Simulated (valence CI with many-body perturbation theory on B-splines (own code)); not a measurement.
## Bi XXXIV: magnetic and hyperfine properties of the levels

Calculated by relativistic CI+MBPT: four valence electrons over a frozen Dirac-Fock core [Kr] 4d10, a basis of 7 s, 7 p, 7 d, 7 f, 4 g, 2 h functions for each j, with the one-electron correlation potential Σ1 (screened to all orders), the two-electron term Σ2, the three-electron term Σ3, Breit, model QED; selected single and double excitations, second order for the rest, scaled by the run's own slope (own B-spline code, finite nucleus).

No measured spectrum was set against this ion. As an estimate, large intervals hold to a few tenths of a per cent, small ones and those within an open d or f shell to about a per cent. Excitations out of the core, of the other parity, are not computed and may begin above about 204 eV (a cautious bound); beyond it only levels of the ground parity were kept, without lifetimes.

A/g_I is the dipole constant over the nuclear g factor μ/I (μ in nuclear magnetons, uniformly magnetised nucleus), B/Q the quadrupole constant per barn. Both hold the static response of the core; the bare values leave it out. Large factors of s and p1/2 electrons are usually good to 5 to 10 %; those of open d and f shells near neutrality can be off by tens of per cent, and small factors of p3/2, d and f electrons come from cancelling terms and can be off by a factor of two or in sign, in half-filled shells by more. B is blank for J = 1/2, where it vanishes, and for nearly pure S terms. Energies count from the lowest level. Levels with J = 0 are left out.

Levels are named by their leading jj configuration (3d3/2^4 stands for four electrons in 3d with j = 3/2), which in mixed levels can hold well under half, so a name can repeat and another be missing. Letters in brackets count levels of one name in rising energy.

```csv
Level,E (eV),g,A/g_I (MHz),A/g_I bare,B/Q (MHz/b),B/Q bare
(4f5/2^4) J=4,0.000,0.691,7970,7480,-4460,-4050
(4f5/2^3 4f7/2) J=5 [a],4.798,0.920,5890,5850,-3470,-3170
(4f5/2^4) J=2,5.074,0.888,7130,7130,4950,4510
(4f5/2^3 4f7/2) J=6 [a],7.778,1.018,5230,5410,-1760,-1640
(4f5/2^3 4f7/2) J=4 [a],8.426,0.991,5920,6100,-5710,-5170
(4f5/2^3 4f7/2) J=1 [a],8.755,0.178,14500,13200,1170,1060
(4f5/2^3 4f7/2) J=7,9.306,1.046,5160,5420,1420,1210
(4f5/2^3 4f7/2) J=3 [a],10.014,1.050,5190,5460,-2800,-2550
(4f5/2^3 4f7/2) J=8,10.312,1.058,5140,5430,5080,4480
(4f5/2^3 4f7/2) J=2 [a],10.362,0.699,8350,7910,-3110,-2790
(4f5/2^3 4f7/2) J=3 [b],10.847,0.995,5290,5400,4190,3820
(4f5/2^3 4f7/2) J=2 [b],11.212,1.494,932,2060,-1250,-1200
(4f5/2^3 4f7/2) J=5 [b],12.818,1.136,4210,4630,-1150,-1150
(4f5/2^2 4f7/2^2) J=6 [a],13.152,0.933,5580,5540,-178,-143
(4f5/2^2 4f7/2^2) J=7 [a],14.269,1.023,4920,5080,1730,1540
(4f5/2^2 4f7/2^2) J=4 [a],14.292,1.220,3270,3830,7040,6350
(4f5/2^2 4f7/2^2) J=8 [a],15.314,1.067,4670,4930,4360,3860
(4f5/2^2 4f7/2^2) J=4 [b],16.384,1.013,5330,5510,-3530,-3180
(4f5/2^2 4f7/2^2) J=2 [a],16.791,1.117,4170,4530,3030,2760
(4f5/2^2 4f7/2^2) J=3 [a],16.998,0.917,5880,5830,-4030,-3650
(4f5/2^2 4f7/2^2) J=5 [a],17.364,1.210,3450,4000,5670,5110
(4f5/2^3 4f7/2) J=1 [b],17.503,1.420,16.1,816,2430,2190
(4f5/2^3 4f7/2) J=4 [b],17.671,1.146,3980,4400,-2910,-2720
(4f5/2^2 4f7/2^2) J=2 [b],17.673,1.159,2520,2820,-352,-367
(4f5/2^2 4f7/2^2) J=5 [b],17.678,1.039,4470,4620,2040,1790
(4f5/2^2 4f7/2^2) J=1 [a],17.928,1.102,4500,4850,-521,-493
(4f5/2^3 4f7/2) J=6 [b],18.622,1.186,3890,4430,2110,1800
(4f5/2^2 4f7/2^2) J=3 [b],18.631,1.251,2540,3120,825,724
(4f5/2^2 4f7/2^2) J=8 [b],18.748,1.008,5190,5330,6130,5570
(4f5/2^2 4f7/2^2) J=9,18.748,1.040,4910,5120,11700,10500
(4f5/2^2 4f7/2^2) J=5 [c],19.244,1.095,4750,5110,-1670,-1510
(4f5/2^2 4f7/2^2) J=4 [c],19.488,1.147,3310,3660,2630,2320
(4f5/2^2 4f7/2^2) J=2 [c],19.803,0.770,8620,8430,1060,1010
(4f5/2^2 4f7/2^2) J=6 [b],20.027,1.052,4820,5060,802,705
(4f5/2^2 4f7/2^2) J=2 [d],20.457,1.342,1600,2350,1440,1300
(4f5/2^2 4f7/2^2) J=7 [b],21.005,1.060,4800,5060,2750,2480
(4f5/2 4f7/2^3) J=7 [a],21.408,1.020,4720,4850,1380,1270
(4f5/2^2 4f7/2^2) J=6 [c],21.900,1.095,4690,5050,-2330,-2130
```

Take the isotope of mass number 209, with I = 9/2, μ = 4.092 μN, leaving out the quadrupole term. What is the hyperfine structure of (4f5/2^3 4f7/2) J=1 [a]?

From the table A = 13200 MHz. Shifts from the centre of gravity in MHz: F = 7/2: -72600, F = 9/2: -13200, F = 11/2: 59400.
